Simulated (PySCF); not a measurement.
Question: Write Cartesian coordinates for `O[Si](O)(N)P` as optimised with PBE0-D3(BJ)/def2-SVP.

Answer: 
```
atom  x, y, z in Å
N1    -0.9629   -1.1195   -0.9159
Si2   -0.0395    0.1066   -0.1584
O3    -0.6978    0.4963    1.3215
O4    -0.0410    1.5527   -0.9734
P5     2.0672   -0.7053   -0.1132
H6    -0.5422   -1.6823   -1.6464
H7    -1.9542   -0.9809   -1.0834
H8    -0.8241   -0.2398    1.9270
H9    -0.0477    2.3304   -0.4064
H10    1.8706   -1.4483    1.0927
H11    2.5846    0.4406    0.5644
```

Any rigid rotation of these coordinates is as good. Atoms count from 1 in this order. P5 (three-coordinate phosphorus) is pyramidal (angles 94.3°, 93.8° and 93.4°, sum 281.5°, 0.86 Å off the plane of its three neighbours). Si2 (oxygen-bound silicon) is distorted tetrahedral (angles from 103.4° to 115.8°). N1 (silicon-bound nitrogen) has angles 120.1°, 119.5° and 111.2°, sum 350.9°, 0.21 Å off the plane of its three neighbours.

Bonds between heavy atoms (Å): N1–Si2 1.712, Si2–O3 1.666, Si2–O4 1.660, Si2–P5 2.258.

Level of theory: PBE0-D3(BJ)/def2-SVP geometry optimisation, gas phase (PySCF 2.14.0).

No frequency check. The numbers are those of one conformer (H–N1–Si2–O3 -159° and 57°, N1–Si2–O3–H 55°, N1–Si2–O4–H 143°, N1–Si2–P5–H -85° and -179°).
